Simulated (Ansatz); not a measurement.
`CNC(N)[SiH3]` and `NC([SiH3])N[SiH3]` differ in one atom or group.

Ansatz, PBE0-D4/def2-TZVP geometries, multiplicity 1. Each molecule was computed in one conformer, which needn't be the lowest.

```
                                      property  `CNC(N)[SiH3]`
         HOMO energy (ωB97M-V/def2-TZVPP) / eV           -8.65
         HOMO–LUMO gap (B3LYP/def2-TZVPP) / eV            6.50
             HOMO energy (PBE/def2-TZVPP) / eV           -5.04
            HOMO energy (PBE0/def2-TZVPP) / eV           -6.35
            LUMO energy (PBE0/def2-TZVPP) / eV            0.60
size of the dipole moment (PBE/def2-TZVPP) / D            1.40
```

What does the change do to each property? (Best estimate.)

Ansatz gave: 
```json
{"property": "HOMO energy (ωB97M-V/def2-TZVPP) / eV", "`NC([SiH3])N[SiH3]`": "-8.86", "shift": "-0.21"}
{"property": "HOMO–LUMO gap (B3LYP/def2-TZVPP) / eV", "`NC([SiH3])N[SiH3]`": "6.30", "shift": "-0.20"}
{"property": "HOMO energy (PBE/def2-TZVPP) / eV", "`NC([SiH3])N[SiH3]`": "-5.29", "shift": "-0.25"}
{"property": "HOMO energy (PBE0/def2-TZVPP) / eV", "`NC([SiH3])N[SiH3]`": "-6.57", "shift": "-0.22"}
{"property": "LUMO energy (PBE0/def2-TZVPP) / eV", "`NC([SiH3])N[SiH3]`": "0.14", "shift": "-0.46"}
{"property": "size of the dipole moment (PBE/def2-TZVPP) / D", "`NC([SiH3])N[SiH3]`": "1.19", "shift": "-0.21"}
```

With PBE0 the HOMO falls by 0.22 eV and the LUMO falls by 0.46 eV, so the gap narrows by about 0.24 eV. PBE moves the HOMO by -0.25 eV and ωB97M-V by -0.21 eV. Dipoles are sizes alone; their direction can turn.

B3LYP here is the variant with VWN-RPA as its local correlation; programs differ in this.
